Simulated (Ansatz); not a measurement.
Cost and result up the ladder for the cluster CdI₂ (3 atoms). Charge 0, multiplicity 1. Geometry: r2SCAN-D4/def2-TZVP.

```xyz
3

Cd    2.393   -1.008    1.171
I    -2.377    1.002   -1.164
I    -0.016    0.007   -0.008
```

Ansatz on 4 threads of Intel Xeon on a shared host. Times are rough, and most runs start from the orbitals of an earlier one. No level here is sound enough to serve as a yardstick. Binding counts from free atoms at the same level (Cd singlet, I doublet; other spins of the atoms weren't run), without zero-point energy or a counterpoise term.

In the def2 sets Cd, I take a core potential; there is no spin–orbit coupling. B3LYP takes the VWN-RPA correlation. Correlated methods freeze 8 core orbitals; core or outer-core shells of Cd, I are correlated, in sets that lack core-valence functions. In the singlet, I2 and I3 lie 2.81 Å apart (atoms count from 1), so these atoms are partly bonded to each other. Another isomer (singlet) lies 2.00 eV lower at PBE0-D4/def2-TZVP; other spin states weren't run for this one.

Run but left out: B2PLYP/def2-TZVP (restricted singlet, unstable in another Hartree–Fock run and untested here).

Correlated methods converge slowly with the basis.

```
                         level  functions  wall time
PBE-D4/def2-TZVP (with forces)        140      1.1 s
             PBE0-D4/def2-TZVP        140      1.2 s
            B3LYP-D4/def2-TZVP        140      1.2 s
           r2SCAN-D4/def2-TZVP        140      1.6 s
            CCSD(T)/def2-TZVPP        156       21 s
```

(1) Estimate what each level gives for the binding energy per atom (eV).

Results:

(1) 
| level | binding energy per atom (eV) | remarks |
| --- | --- | --- |
| PBE-D4/def2-TZVP (with forces) | 0.92 | restricted SCF unstable in HF |
| PBE0-D4/def2-TZVP | 0.82 | restricted SCF unstable in HF |
| B3LYP-D4/def2-TZVP | 0.76 | restricted SCF unstable in HF |
| r2SCAN-D4/def2-TZVP | 0.83 | restricted SCF unstable in HF |
| CCSD(T)/def2-TZVPP | 0.65 | restricted SCF unstable |
